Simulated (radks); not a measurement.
Q: The rubidium ion Rb+ is in [Kr]. All-electron calculation, non-relativistic Kohn-Sham, PBE, spin-polarised, spherical densities, point nucleus. Program: a radial shooting solver on a logarithmic mesh with Libxc functionals. Open shells are filled with parallel spins first. One electron is removed from 4s, 4p, 3p, 3d in turn, with full relaxation. Which removal costs least, and what does each cost?

A: 4p 27.343 eV; 4s 42.768 eV; 3d 125.87 eV; 3p 241.94 eV. The 4p electron leaves first.
